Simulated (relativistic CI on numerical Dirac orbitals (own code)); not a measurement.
Computed by Dirac-Coulomb-Breit CI, separate exchange-only KLI orbitals for each configuration, model QED (radiative potential, 1s self-energy scaled to tabulated hydrogen-like ionisation energies), unscaled Slater integrals (own radial code, finite nucleus).

Configurations in the expansion (outside the closed core 1s2): 2s2 2p6, 2s2 2p5 3s, 2s2 2p5 3p, 2s2 2p5 3d, 2s 2p6 3s, 2s 2p6 3p, 2s 2p6 3d, 2s2 2p5 4s, 2s2 2p5 4p, 2s2 2p5 4d, 2s2 2p5 4f, 2s 2p6 4s, 2s 2p6 4p, 2s2 2p4 3s2, 2s 2p6 4d, 2s 2p6 4f, 2s2 2p5 5s, 2s2 2p4 3s 3p, 2s2 2p5 5p, 2s2 2p5 5d, 2s2 2p5 5f, 2s2 2p5 5g, 2s2 2p4 3p2, 2s2 2p4 3s 3d, 2s2 2p4 3p 3d, 2s 2p5 3s2, 2s2 2p4 3d2, 2s 2p5 3s 3p, 2s 2p6 5s, 2s 2p5 3p2, 2s 2p5 3s 3d, 2s 2p6 5p, 2s 2p6 5d, 2s 2p6 5f, 2s 2p6 5g, 2s 2p5 3p 3d. Levels of other configurations are missing.

At this charge energies of transitions that change n are usually good to better than 1 %, and those within a shell (Δn = 0) to a few per cent.

Outline of the computed level scheme of Sn XLI. Lowest level of each configuration: 2s2 2p6 1S_0 at 0.00 eV; 2s2 2p5 3s 3P°_2 at 3543.28 eV; 2s2 2p5 3p 3P_1 at 3626.27 eV; 2s2 2p5 3d 3P°_0 at 3786.42 eV; 2s 2p6 3s 3S_1 at 4062.64 eV; 2s 2p6 3p 3P°_0 at 4146.42 eV; 2s 2p6 3d 3D_1 at 4309.57 eV; 2s2 2p5 4s 3P°_2 at 4849.36 eV; 2s2 2p5 4p 3P_1 at 4883.82 eV.

Some strong electric-dipole decays among the lowest 45 levels: 2s2 2p5 3d 1P°_1 → 2s2 2p6 1S_0 (4.4e+14 s⁻¹); 2s2 2p5 3d 3D°_1 → 2s2 2p6 1S_0 (3.5e+14 s⁻¹); 2s 2p6 3p 1P°_1 → 2s2 2p6 1S_0 (8.2e+13 s⁻¹); 2s 2p6 3p 3P°_1 → 2s2 2p6 1S_0 (3.0e+13 s⁻¹); 2s2 2p5 3s 3P°_1 → 2s2 2p6 1S_0 (2.7e+13 s⁻¹); 2s2 2p5 3s 1P°_1 → 2s2 2p6 1S_0 (2.5e+13 s⁻¹); 2s2 2p5 4s 1P°_1 → 2s2 2p6 1S_0 (8.5e+12 s⁻¹); 2s2 2p5 4p 3P_1 → 2s2 2p5 3s 3P°_2 (8.3e+12 s⁻¹).

LS names give the leading component of a level, which can be under half, so a name can repeat, a term be missing and a line seem to break the LS rules.
